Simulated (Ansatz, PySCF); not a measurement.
System: sum formula HBO (charge 0, singlet). SMILES: [B]O
Geometry: optimised at B3LYP-D3(BJ)/def2-TZVP (Ansatz, a first-principles code).

Property: atomisation energy (electronic, to ground-state atoms), in kcal/mol. Valence correlation only, unless marked. UHF or UKS for open shells. Spin-orbit coupling is left out. No relativistic terms. The coupled-cluster limit lacks core correlation, which all-electron functionals hold. CBS(X,Y): correlation extrapolated as X^-3; Hartree-Fock from the larger set (for Q and 5 zeta extrapolated as (X+1)exp(-9√X)). The bracket is a focal-point correction in the basis named.

```
level                                                                 program  atomisation energy (kcal/mol)
-------------------------------------------------------------  --------------  -----------------------------
HF/6-31G*                                                              Ansatz                          179.6
HF/def2-SVP                                                            Ansatz                          188.8
HF/aug-cc-pVTZ                                                         Ansatz                          187.0
HF-D4/def2-TZVPD                                                PySCF + dftd4                          188.4
BP86/def2-TZVPD                                                         PySCF                          272.2
B3LYP-D3(BJ)/def2-TZVPD                                        Ansatz + dftd3                          264.0
PBE0-D4/def2-TZVP                                              Ansatz + dftd4                          261.8
B2PLYP-D3(BJ)/def2-TZVPD                                       Ansatz + dftd3                          262.4
MP2/STO-3G                                                             Ansatz                          220.3
MP2/aug-cc-pVTZ                                                        Ansatz                          267.4
MP2/def2-TZVPPD                                                        Ansatz                          266.5
MP2/CBS(aug-cc-pVTZ,aug-cc-pVQZ)                                       Ansatz                          274.2
SCS-MP2/def2-SVP                                                       Ansatz                          254.2
CCSD/cc-pVDZ                                                           Ansatz                          237.7
CCSD/aug-cc-pVTZ                                                       Ansatz                          253.1
CCSD/aug-cc-pVQZ                                                       Ansatz                          257.0
CCSD/def2-QZVPP                                                        Ansatz                          256.5
CCSD(T)/aug-cc-pVDZ                                                    Ansatz                          243.6
CCSD(T)/def2-SVPD                                                      Ansatz                          252.4
RI-MP2/CBS(aug-cc-pVTZ,aug-cc-pVQZ)+[CCSD(T)-MP2]/aug-cc-pVDZ          Ansatz                          264.7
CCSD(T)/CBS(cc-pVQZ,cc-pV5Z)                                           Ansatz                          264.7
```
